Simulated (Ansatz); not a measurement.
System: CaCl2, charge 0, triplet. This triplet is an excited state, 4.2 eV above the singlet at CCSD(T)/def2-QZVPP (Ansatz, an electronic-structure program). CaCl2 (parent SMILES [Cl][Ca][Cl], triplet).
B3LYP-D3(BJ)/def2-TZVP minimum from Ansatz:
```
Ca
Cl 1 2.6455
Cl 1 2.6455 2 60.89
```
Charge 0, spin multiplicity 3.

Total energies in def2-TZVPP, 16 correlated electrons, 19 frozen orbitals. UHF or UKS for unpaired electrons; spin-orbit terms are left out. Cores are frozen in correlated methods (noble-gas shells, and filled d and f shells in the p block). No relativity. The spin of CaCl2 (parent SMILES [Cl][Ca][Cl], triplet) was assumed, and the state is the lowest solution found for it.

| method | program | energy (Eh) | minus CCSDT(Q) (mEh) |
|---|---|---|---|
| HF | Ansatz | -1595.83673 | 442.57 |
| MP2 | Ansatz | -1596.22398 | 55.32 |
| CCSD | Ansatz | -1596.25901 | 20.29 |
| CCSD(T) | Ansatz | -1596.27709 | 2.21 |
| CCSDT(Q) | Ansatz | -1596.27930 | 0.00 |

Rough core times of Ansatz's runs on a shared machine: CCSD(T) 70 s, CCSDT(Q) 30 min.
